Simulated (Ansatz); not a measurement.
Tantalum pentafluoride + `OBS` → `[OH][Ta]([F])([F])([F])[F]` + `FBS`  (redistribution)

Program: Ansatz. Geometries: PBE0-D4/def2-TZVP. ΔE: electronic, gas phase. CBS: MP2 limit from def2 TZ/QZ plus the TZ coupled-cluster correction, frozen cores. This one scheme is used for every species. DFT in def2-TZVPP. B3LYP here is the variant with VWN-RPA as its local correlation; programs differ in this. def2 core potentials past Kr. For Ta outer-core shells are correlated without core-valence functions, which leaves a few kJ/mol of doubt a bond. Each species was taken in one conformer, which may not be the lowest.

`[F][Ta]([F])([F])([F])[F]`:

```xyz
6

F    -1.444   -1.177    0.217
Ta    0.000    0.000    0.000
F     0.454   -0.849   -1.575
F    -1.168    1.430   -0.025
F     1.445    1.176   -0.217
F     0.713   -0.580    1.601
```

`OBS`:

Cartesian coordinates in Å:
```
O -0.359 0.825 -1.192
B -0.310 -0.116 -0.224
S 0.944 -0.060 1.084
H 0.311 1.512 -1.132
H -1.120 -0.992 -0.252
H 0.535 -1.168 1.717
```

`[OH][Ta]([F])([F])([F])[F]`:

```xyz
7

O    -1.182   -0.103   -0.909
Ta    0.298    0.023    0.226
F    -0.378    1.554    1.031
F     1.467    0.169   -1.211
F    -0.047   -1.646    0.965
F     1.786    0.157    1.374
H    -1.945   -0.153   -1.477
```

`FBS`:

Cartesian coordinates in Å:
```
F -0.496 0.247 -1.699
B 0.020 -0.099 -0.532
S -0.591 0.732 0.936
H 0.865 -0.941 -0.489
H 0.201 0.060 1.785
```

```csv
level,ΔE (kJ/mol),difference from CCSD(T)/CBS
revPBE-D4,33.4,10.0
B97M-V,28.5,5.1
B3LYP-D4,25.9,2.5
r2SCANh-D4,27.7,4.3
r2SCAN0-D4,26.1,2.7
BHLYP-D4,22.8,-0.6
CAM-B3LYP-D4,25.2,1.8
B2PLYP,25.1,1.7
PBE-QIDH,25.2,1.8
PBE,30.4,7.0
HF/def2-SVP,16.7,-6.7
MP2/def2-SVP,23.0,-0.4
CCSD/def2-SVP,21.6,-1.8
SCS-MP2/def2-TZVPP,23.9,0.5
CCSD/def2-TZVPP,23.3,-0.1
MP2/CBS(def2),23.0,-0.4
CCSD(T)/CBS,23.4,0
```

Largest T1 diagnostic among the species: 0.018.

Leaving LDA and LC-ωPBE aside and taking each functional with its dispersion term where it has one, the values spread over 10.7 kJ/mol, from BHLYP-D4 to revPBE-D4. LDA lies −5.0 kJ/mol from PBE without D4. From BLYP to BHLYP (50 % exact exchange), in def2-TZVPP and without D4, ΔE moves by −5.4 kJ/mol.
